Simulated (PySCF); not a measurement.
An unknown gives this computed stick spectrum. Theory: TDDFT wB97X-D/def2-SVPD, vertical, gas phase, core orbitals frozen in the response (PySCF 2.14.0, density-fitted response routines). Geometries: GFN2-xTB, one conformer each.

```
state  E (eV)       f
   S1    6.08  0.0064
   S2    6.53  0.0079
   S3    7.46  0.0041
   S4    7.73  0.0087
   S5    7.77  0.0005
   S6    7.91   0.016
   S7    8.04   0.059
   S8    8.09   0.066
```

Triplets computed (Tamm–Dancoff): 5.86, 6.41, 7.30 eV.

Problem. Which candidate is it? All have the formula C4H10FNSi.
A. `N[Si@H](CF)C1CC1`
B. `FC[C@@H]1CCN[SiH2]1`
C. `N[Si]1(F)CCCC1`

Solution. B. Its S1, at 6.08 eV, is the lowest among the candidates; the nearest of the others has S1 at 6.80 eV. S1 is HOMO→LUMO (85%), HOMO→LUMO+1 (10%). Löwdin shares by element: HOMO nitrogen 56%, carbon 12% or more, silicon 10%, hydrogen 6% or more (atoms not listed hold the other 17%); LUMO silicon 33%, hydrogen 20% or more, carbon 10% or more (atoms not listed hold the other 37%). At the same level the other candidates give, for their lowest levels:
- `N[Si@H](CF)C1CC1`: 6.81 eV (f 0.025); 7.55 eV (f 0.005); 7.87 eV (f 0.051); 8.02 eV (f 0.018); 8.12 eV (f 0.049); T1 6.51 eV; HOMO -9.37, LUMO 2.08 eV
- `N[Si]1(F)CCCC1`: 6.80 eV (f 0.057); 7.21 eV (f 0.001); 7.74 eV (f 0.007); 8.22 eV (f 0.003); 8.46 eV (f 0.006); T1 6.54 eV; HOMO -9.10, LUMO 2.07 eV
